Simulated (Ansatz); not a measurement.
The same ligand exchange along the group Ti, Zr, Hf.

Program: Ansatz. Geometries: PBE0-D4/def2-TZVP. ΔE: electronic, gas phase. CBS: MP2 limit from def2 TZ/QZ plus the TZ coupled-cluster correction, frozen cores. This one scheme is used for every species. DFT in def2-TZVPP. def2 core potentials past Kr. For Hf, Ti, Zr outer-core shells are correlated without core-valence functions, which leaves a few kJ/mol of doubt a bond. Scalar relativity is left out up to krypton. Each species was taken in one conformer, which may not be the lowest.

```csv
reaction,revPBE-D4 (eV),B2PLYP (eV),B97M-V (eV),CCSD(T)/CBS(def2) (eV)
`[NH2][Ti]([Cl])([Cl])[Cl]` + NH₃ → `[NH2][Ti]([NH2])([Cl])[Cl]` + HCl,0.80,0.84,0.89,0.77
`[NH2][Zr]([Cl])([Cl])[Cl]` + NH₃ → `[NH2][Zr]([NH2])([Cl])[Cl]` + HCl,0.95,0.99,1.06,0.98
`[NH2][Hf]([Cl])([Cl])[Cl]` + NH₃ → `[NH2][Hf]([NH2])([Cl])[Cl]` + HCl,0.94,0.97,1.05,0.96
```

Largest T1 diagnostic: 0.025, for `[NH2][Ti]([NH2])([Cl])[Cl]`.
